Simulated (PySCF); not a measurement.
# How methods differ on the excitation energy of Nb⁺

Nb⁺ [Kr] 4d4 (5D) → Nb⁺ [Kr] 4d3 5p1 (high-spin determinant), as a difference of total energies. Calculation: PySCF 2.14, in def2-QZVPPD with the def2 core potential (28 electrons) (7s5p4d3f2g, 81 functions); scalar relativity through the core potential. Correlated levels: valence: 4s2 4p6 frozen; valence and next inner shell: nothing frozen outside the core potential. The calculations carry no spin-orbit coupling.

```
                                method  excitation energy (eV)
                                   UHF                   3.934
                                   PBE                   4.356
                                PBEsol                   4.421
                                B2PLYP                   4.279
                                 B3LYP                   4.274
                         MP2 (valence)                   4.237
                     SCS-MP2 (valence)                   4.035
    MP2 (valence and next inner shell)                   4.480
SCS-MP2 (valence and next inner shell)                   4.291
```

Problem. How much does correlation contribute at MP2 (valence and next inner shell)?

Solution. 4.480 − (3.934) = 0.546 eV, measured against UHF.

The determinant of the upper state mixes LS terms, which raises its energy above the lowest term, most at the Hartree-Fock and MP2 levels.
